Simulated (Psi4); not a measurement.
Psi4 input (wB97X-D/6-31G*):

```
memory 1500 MB

molecule {
-1 1
C     1.76498700   -0.01523600   -0.70131300
Si    0.15870000    0.00402100   -0.01508200
C    -0.80482400   -1.61625400   -0.28930100
C    -0.91528800    1.45054700   -0.63393300
F    -0.09530000    0.18088200    1.64017500
H     2.39383000   -0.90187500   -0.63721500
H     2.32871300    0.90593500   -0.84036800
H    -1.07356400   -1.73847900   -1.34156300
H    -0.18413400   -2.47237500   -0.00654300
H    -1.71981300   -1.65511900    0.31065000
H    -0.35927100    2.38992900   -0.55294500
H    -1.18362300    1.31707400   -1.68493100
H    -1.83548800    1.55632300   -0.05023600
symmetry c1
no_reorient
no_com
}

set {
  basis 6-31G*
  reference rks
  scf_type pk
  dft_radial_points 99
  dft_spherical_points 590
  e_convergence 1e-8
  d_convergence 1e-7
  maxiter 150
}

e = energy('wb97x-d')
print_out(f'\nFINAL {e:.10f} DIPOLE {variable("CURRENT DIPOLE")[0]:.6f} {variable("CURRENT DIPOLE")[1]:.6f} {variable("CURRENT DIPOLE")[2]:.6f}\n')
```

Output:

```
   => Loading Basis Set <=

    Name: 6-31G*
    Role: ORBITAL
    Keyword: BASIS
    atoms 1, 3-4 entry C          line   111 file 6-31gs.gbs
    atoms 2      entry SI         line   268 file 6-31gs.gbs
    atoms 5      entry F          line   162 file 6-31gs.gbs
    atoms 6-13   entry H          line    44 file 6-31gs.gbs

   => WB97X-D: Empirical Dispersion <=

    Chai and Head-Gordon Dispersion Correction
    Chai, J.-D.; Head-Gordon, M. (2010), J. Chem. Phys., 132: 6615-6620

        s6 =       1.000000

         ---------------------------------------------------------
                                   SCF
               by Justin Turney, Rob Parrish, Andy Simmonett
                          and Daniel G. A. Smith
                              RKS Reference
         ---------------------------------------------------------

  ==> Geometry <==

    Molecular point group: c1
    Full point group: C1

    Geometry (in Angstrom), charge = -1, multiplicity = 1:

       Center              X                  Y                   Z               Mass
    ------------   -----------------  -----------------  -----------------  -----------------
         C            1.764987000000    -0.015236000000    -0.701313000000    12.000000000000
         SI           0.158700000000     0.004021000000    -0.015082000000    27.976926534650
         C           -0.804824000000    -1.616254000000    -0.289301000000    12.000000000000
         C           -0.915288000000     1.450547000000    -0.633933000000    12.000000000000
         F           -0.095300000000     0.180882000000     1.640175000000    18.998403162730
         H            2.393830000000    -0.901875000000    -0.637215000000     1.007825032230
         H            2.328713000000     0.905935000000    -0.840368000000     1.007825032230
         H           -1.073564000000    -1.738479000000    -1.341563000000     1.007825032230
         H           -0.184134000000    -2.472375000000    -0.006543000000     1.007825032230
         H           -1.719813000000    -1.655119000000     0.310650000000     1.007825032230
         H           -0.359271000000     2.389929000000    -0.552945000000     1.007825032230
         H           -1.183623000000     1.317074000000    -1.684931000000     1.007825032230
         H           -1.835488000000     1.556323000000    -0.050236000000     1.007825032230

  Running in c1 symmetry.

  Rotational constants: A =      0.11680  B =      0.11605  C =      0.10345 [cm^-1]
  Rotational constants: A =   3501.70461  B =   3479.06217  C =   3101.39970 [MHz]
  Nuclear repulsion =  238.685169253044307

  Charge       = -1
  Multiplicity = 1
  Electrons    = 50
  Nalpha       = 25
  Nbeta        = 25

  ==> Algorithm <==

  SCF Algorithm Type is PK.
  DIIS enabled.
  MOM disabled.
  Fractional occupation disabled.
  Guess Type is SAD.
  Energy threshold   = 1.00e-08
  Density threshold  = 1.00e-07
  Integral threshold = 1.00e-12

  ==> Primary Basis <==

  Basis Set: 6-31G*
    Blend: 6-31G*
    Number of shells: 48
    Number of basis functions: 95
    Number of Cartesian functions: 95
    Spherical Harmonics?: false
    Max angular momentum: 2

  ==> DFT Potential <==

   => LibXC <=

    Version 7.1.2
    S. Lehtola, C. Steigemann, M. J. T. Oliveira, and M. A. L. Marques,  SoftwareX 7, 1–5 (2018) (10.1016/j.softx.2017.11.002)

   => Composite Functional: WB97X-D <=

    wB97X-D Hyb-GGA Exchange-Correlation Functional

    J.-D. Chai and M. Head-Gordon,  Phys. Chem. Chem. Phys. 10, 6615–6620 (2008) (10.1039/B810189B)

    Deriv               =              1
    GGA                 =           TRUE
    Meta                =          FALSE

    Exchange Hybrid     =           TRUE
    MP2 Hybrid          =          FALSE

   => Exchange-Correlation Functionals <=

    1.0000   wB97X-D range-separated functional

   => Exact (HF) Exchange <=

    0.7780            HF,LR [omega = 0.2000]
    0.2220               HF

   => LibXC Density Thresholds  <==

    XC_HYB_GGA_XC_WB97X_D:  1.00E-14

   => Molecular Quadrature <=

    Radial Scheme          =       TREUTLER
    Pruning Scheme         =           NONE
    Nuclear Scheme         =       TREUTLER

    Blocking Scheme        =         OCTREE
    BS radius alpha        =              1
    Pruning alpha          =              1
    Radial Points          =             99
    Spherical Points       =            590
    Total Points           =         715153
    Total Blocks           =           4953
    Max Points             =            256
    Max Functions          =             93
    Weights Tolerance      =       1.00E-15

  ==> Integral Setup <==

  Using in-core PK algorithm.
   Calculation information:
      Number of atoms:                  13
      Number of AO shells:              48
      Number of primitives:            119
      Number of atomic orbitals:        95
      Number of basis functions:        95

      Integral cutoff                 1.00e-12
      Number of threads:                 1

  Performing in-core PK
  Using 31197240 doubles for integral storage.
  We computed 635910 shell quartets total.
  Whereas there are 692076 unique shell quartets.

  Computing range-separated integrals for PK
  We computed 635910 wK shell quartets total.
  Whereas there are 692076 wK unique shell quartets.

  ==> DiskJK: Disk-Based J/K Matrices <==

    J tasked:                  Yes
    K tasked:                  Yes
    wK tasked:                 Yes
    Omega:               2.000E-01
    Schwarz Cutoff:          1E-12


  Cached 25.0% of DFT collocation blocks in 0.372 [GiB].

  Minimum eigenvalue in the overlap matrix is 5.5898528987E-03.
  Reciprocal condition number of the overlap matrix is 8.5302135294E-04.
    Using symmetric orthogonalization.

  ==> Pre-Iterations <==

  SCF Guess: Superposition of Atomic Densities via on-the-fly atomic UHF (no occupation information).

   -------------------------
    Irrep   Nso     Nmo
   -------------------------
     A         95      95
   -------------------------
    Total      95      95
   -------------------------

  ==> Iterations <==

                        Total Energy        Delta E     RMS |[F,P]|

   @RKS iter SAD:  -507.27913854596579   -5.07279e+02   0.00000e+00
   @RKS iter   1:  -508.01003510276149   -7.30897e-01   9.60209e-03 ADIIS/DIIS
   @RKS iter   2:  -508.18473880822336   -1.74704e-01   7.64822e-03 ADIIS/DIIS
   @RKS iter   3:  -508.43727845226721   -2.52540e-01   5.40512e-04 ADIIS/DIIS
   @RKS iter   4:  -508.43851090715680   -1.23245e-03   2.73880e-04 ADIIS/DIIS
   @RKS iter   5:  -508.43885470551533   -3.43798e-04   5.33094e-05 DIIS
   @RKS iter   6:  -508.43886979768365   -1.50922e-05   2.45734e-05 DIIS
   @RKS iter   7:  -508.43887243239345   -2.63471e-06   7.39159e-06 DIIS
   @RKS iter   8:  -508.43887271422608   -2.81833e-07   1.70647e-06 DIIS
   @RKS iter   9:  -508.43887274913612   -3.49100e-08   3.81146e-07 DIIS
   @RKS iter  10:  -508.43887275188439   -2.74827e-09   9.42307e-08 DIIS
  Energy and wave function converged.

  ==> Post-Iterations <==

   Electrons on quadrature grid:
      Ntotal   =   50.0000023310 ; deviation = 2.331e-06

    Orbital Energies [Eh]
    ---------------------

    Doubly Occupied:

       1A    -66.074102     2A    -24.567552     3A    -10.095044
       4A    -10.095039     5A    -10.010954     6A     -5.179133
       7A     -3.525631     8A     -3.524675     9A     -3.521653
      10A     -1.025403    11A     -0.618940    12A     -0.598464
      13A     -0.506034    14A     -0.375493    15A     -0.319155
      16A     -0.318148    17A     -0.310406    18A     -0.303633
      19A     -0.277276    20A     -0.270450    21A     -0.258280
      22A     -0.243464    23A     -0.174841    24A     -0.167189
      25A     -0.026098

    Virtual:

      26A      0.330671    27A      0.355713    28A      0.368452
      29A      0.387327    30A      0.395125    31A      0.403460
      32A      0.405695    33A      0.422208    34A      0.442407
      35A      0.482273    36A      0.491798    37A      0.498475
      38A      0.585196    39A      0.619054    40A      0.638151
      41A      0.682518    42A      0.758275    43A      0.768557
      44A      0.843894    45A      0.845004    46A      0.879266
      47A      0.977983    48A      1.000509    49A      1.023890
      50A      1.028763    51A      1.050503    52A      1.126954
      53A      1.134821    54A      1.144483    55A      1.162594
      56A      1.178427    57A      1.192918    58A      1.209303
      59A      1.247866    60A      1.260917    61A      1.267983
      62A      1.297132    63A      1.300626    64A      1.395253
      65A      1.489837    66A      1.500229    67A      1.637231
      68A      1.667920    69A      1.691306    70A      1.949940
      71A      1.965381    72A      1.966652    73A      2.046599
      74A      2.078879    75A      2.080516    76A      2.166888
      77A      2.196295    78A      2.202807    79A      2.297002
      80A      2.354690    81A      2.382563    82A      2.432422
      83A      2.498256    84A      2.541392    85A      2.551432
      86A      2.553070    87A      2.566269    88A      2.640731
      89A      2.662416    90A      3.068747    91A      3.386356
      92A      4.438882    93A      4.498657    94A      4.532875
      95A      4.655305

    Final Occupation by Irrep:
              A
    DOCC [    25 ]
    NA   [    25 ]
    NB   [    25 ]

  @RKS Final Energy:  -508.43887275188439

   => Energetics <=

    Nuclear Repulsion Energy =            238.6851692530443074
    One-Electron Energy =               -1185.0937389909990998
    Two-Electron Energy =                 473.7532669817825308
    DFT Exchange-Correlation Energy =     -35.7784516121103948
    Empirical Dispersion Energy =          -0.0051183836016541
    VV10 Nonlocal Energy =                  0.0000000000000000
    Total Energy =                       -508.4388727518843893

Computation Completed

Properties will be evaluated at   0.000000,   0.000000,   0.000000 [a0]

Properties computed using the SCF density matrix

 Multipole Moments:

 ------------------------------------------------------------------------------------
     Multipole            Electronic (a.u.)      Nuclear  (a.u.)        Total (a.u.)
 ------------------------------------------------------------------------------------

 L = 1.  Multiply by 2.5417464519 to convert [e a0] to [Debye]
 Dipole X            :         -1.2815224            0.0000000           -1.2815224
 Dipole Y            :         -0.0319357           -0.0000246           -0.0319603
 Dipole Z            :          0.1263694           -0.0000113            0.1263581
 Magnitude           :                                                    1.2881333

 ------------------------------------------------------------------------------------

FINAL -508.4388727519 DIPOLE -1.281522 -0.031960 0.126358

*** Psi4 exiting successfully. Buy a developer a beer!
```

The dipole moment of an ion depends on the origin.

The geometry given is a B3LYP-D3(BJ)/def2-TZVP minimum.
